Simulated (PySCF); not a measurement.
Ga(OH)(SH)2, SMILES [OH][Ga]([SH])[SH], PBE0/def2-SVP optimised geometry.

```
7

Ga    -0.58    -0.16     0.00
O     -1.54    -1.65     0.00
H     -1.04    -2.48     0.00
S      1.63    -0.16     0.00
H      1.73    -1.51     0.00
S     -1.73     1.70     0.00
H     -0.62     2.48     0.00
```

Density from PBE0/def2-TZVP in PySCF at that geometry.

Minimum of the electron density along straight lines between bonded atoms, close to the bond critical point (lines longer than 1.1 times the sum of covalent radii, or with two minima, are not listed):

```tsv
bond	length / Å	ρ at the minimum / e bohr⁻³	∇²ρ there / e bohr⁻⁵	position (fraction from the first atom)
Ga1–O2	1.778	(withheld)	(withheld)	0.48
O2–H3	0.962	(withheld)	-2.41	0.81
Ga1–S4	2.207	0.095	0.15	0.44
S4–H5	1.352	0.209	-0.58	0.64
Ga1–S6	2.191	0.099	0.16	0.44
S6–H7	1.352	0.210	-0.58	0.65
```

Q: What belongs in the gaps?

A: 
- Ga1–O2, ρ at the minimum / e bohr⁻³: 0.137
- Ga1–O2, ∇²ρ there / e bohr⁻⁵: 0.74
- O2–H3, ρ at the minimum / e bohr⁻³: 0.357
